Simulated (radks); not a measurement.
Question: Ga3+, configuration [Ne] 3s1 3p6 3d10 4s1 (not the ground configuration). Method: Dirac Kohn-Sham, PBEsol, spin-unpolarised, spherical densities, finite nucleus; Fermi nuclear charge, rms radius 3.9973 fm; computed with a radial shooting solver on a logarithmic mesh with Libxc functionals.

Spin-orbit splittings of the eigenvalues, e(l+1/2) - e(l-1/2), with zeta = 2 splitting/(2l+1) and mean radii in bohr:

| shell | occ. | splitting (eV) | zeta (eV) | <r> j=l-1/2 | <r> j=l+1/2 |
|---|---|---|---|---|---|
| 2p | 6 | 27.66 | 18.44 | 0.1883 | 0.1918 |
| 3p | 6 | ? | ? | 0.6637 | 0.6738 |
| 3d | 10 | 0.5069 | 0.2027 | 0.7462 | 0.7506 |

Estimate the 3p splitting.

Answer: 3.714 eV (zeta = 2.476 eV).
